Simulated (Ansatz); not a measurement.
Calculated with Ansatz (gas phase, PBE0-D4/def2-TZVP geometries, no zero-point term in ΔE). CCSD(T)/CBS adds triple-zeta CCSD(T) − MP2 to the extrapolated MP2 energy (def2 sets, frozen cores). This one scheme is used for every species. DFT in def2-TZVPP. B3LYP here is the variant with VWN-RPA as its local correlation; programs differ in this. For Ge outer-core shells are correlated without core-valence functions, which leaves a few kJ/mol of doubt a bond. Scalar relativity is left out up to krypton. One conformer a species, not always the lowest.

Reaction (formal exchange of groups at a Ge–S bond): `[CH3][GeH]([CH3])[SH]` + SiH₄ → `[CH3][GeH]([CH3])[SiH3]` + H₂S

(1) Is it downhill or uphill in electronic energy at CCSD(T)/CBS, and by how much? (An estimate is asked.)

(2) What do these levels give: B3LYP-D4, B2PLYP, B3LYP, HF/def2-QZVPP, MP2/def2-QZVPP, MP2/CBS(def2)? (An estimate is asked.)

Largest T1 diagnostic among the species: 0.011.

Answers

(1) Ansatz gave: Uphill: ΔE = +9.8 kcal/mol.

(2) Ansatz gave: B3LYP-D4 9.9, B2PLYP 10.6, B3LYP 10.0, HF/def2-QZVPP 13.2, MP2/def2-QZVPP 11.4, MP2/CBS(def2) 11.3 kcal/mol.

In def2-TZVPP, CCSD(T) changes the Hartree–Fock value by −3.3 kcal/mol (the triples alone add −0.1 kcal/mol) and MP2 by −1.8 kcal/mol. From PBE to PBE0 (25 % exact exchange), in def2-TZVPP and without D4, ΔE moves by +0.8 kcal/mol.
